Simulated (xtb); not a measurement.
xtb was given this input:
```
$ xtb mol.xyz --gfn 2 --opt vtight --json

# file mol.xyz
3

Si    -0.05689870     0.00959607     0.95100312
Br     0.91036693    -1.42533671    -0.44984213
Br    -0.98021632     1.47048533    -0.48054790
```

Estimate the HOMO-LUMO gap that GFN2-xTB in xtb returns for this input.

2.45 eV

Predict the dipole moment from GFN2-xTB.

3.51 D

What total energy at the end of the optimisation does GFN2-xTB give?

-9.941650 Ha
